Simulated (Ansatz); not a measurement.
A nudged elastic band was laid between two geometries of AlH3O3 + BrH (9 atoms, charge 0, multiplicity 1).

Theory: Ansatz 0.2.0, RKS BHLYP-D4/def2-SVP.

```json
{"movable images": "5", "climbing image": "yes", "spring": "5.0 eV/Å²", "optimiser": "quadratic models (default)", "start path": "through a guess of the saddle point", "force threshold": "0.05 eV/Å", "iteration limit": "60", "end points": "relaxed"}
```

Initial state:

```xyz
9
Properties=species:S:1:pos:R:3
Al -0.510 -0.379 0.431
O 0.250 1.147 0.429
O -1.627 -0.703 1.639
O -0.096 -1.466 -0.773
H 1.364 1.313 -0.946
Br 2.125 1.024 -2.141
H 0.110 1.848 1.057
H -2.139 -1.490 1.782
H 0.523 -1.295 -1.478
```

Final state:

```xyz
9
Properties=species:S:1:pos:R:3
Al -0.179 -0.278 -0.322
O 0.930 0.960 0.691
O -1.421 -0.020 0.824
O 0.555 -1.800 -0.391
H 1.161 1.754 0.203
Br -0.241 0.929 -2.276
H 0.352 1.206 1.422
H -2.179 -0.571 0.975
H 1.022 -2.179 -1.125
```

Q: What changes between the two ends?

A: Bonds broken: H5–Br6. Bonds formed: Al1–Br6, O2–H5. AlH3O3 + BrH becomes AlBrH4O3.

Q: What energy profile does the band end with?

A: The forces met the threshold. The highest image is number 3 of 0 to 6, 0.062 eV above the first end and 1.306 eV above the last; the last end lies 1.244 eV below the first. A vibrational analysis at the climbing image gives one clearly imaginary mode, 104i cm⁻¹: a first-order saddle point. The orbitals stay closed-shell, which can raise the energy where a bond breaks towards radicals; this wasn't checked here.

| image | path coordinate (Å) | energy (eV) | H5–Br6 (Å) | Al1–Br6 (Å) | O2–H5 (Å) |
| --- | --- | --- | --- | --- | --- |
| 0 | 0.00 | 0.000 | 1.44 | 3.94 | 1.78 |
| 1 | 1.18 | 0.022 | 1.44 | 3.85 | 1.78 |
| 2 | 2.35 | 0.048 | 1.44 | 3.60 | 1.80 |
| 3 | 3.54 | 0.062 | 1.49 | 2.87 | 1.62 |
| 4 | 4.14 | -0.668 | 1.97 | 2.53 | 1.05 |
| 5 | 4.74 | -1.174 | 2.55 | 2.33 | 0.97 |
| 6 | 5.33 | -1.244 | 2.96 | 2.30 | 0.96 |

Q: What is the geometry of the highest image?

A: 
```xyz
9
Properties=species:S:1:pos:R:3
Al -0.142 -0.359 0.227
O 0.991 0.881 0.678
O -1.672 -0.179 0.904
O 0.375 -1.829 -0.396
H 0.749 1.565 -0.774
Br 0.033 1.357 -2.060
H 0.906 1.390 1.479
H -2.406 -0.775 0.813
H 1.166 -2.051 -0.870
```

Q: What are the harmonic wavenumbers there?

A: 104i, 74, 109, 215, 227, 242, 308, 322, 345, 515, 585, 606, 638, 700, 807, 927, 1000, 1965, 4049, 4102, 4127 cm⁻¹.

The run took 5.2 min on 2 threads of Arm Neoverse V2, on a shared host, peak memory 0.27 GiB.
